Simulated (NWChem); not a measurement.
System: silylphosphine (SiPH5); SMILES [SiH3]P

Computed with NWChem. The geometry was optimised at B3LYP/6-31G* (spherical d). Ions are spin-unrestricted doublets at the neutral geometry; other ion states weren't tried.

For level B3LYP/def2-SVP:

```yaml
"−ε(HOMO) (eV)": 7.27
```

Task: How do the values read with level PBE/def2-SVP instead?

Result: 
| Item | Value |
|---|---|
| −ε(HOMO) (eV) | 6.39 |
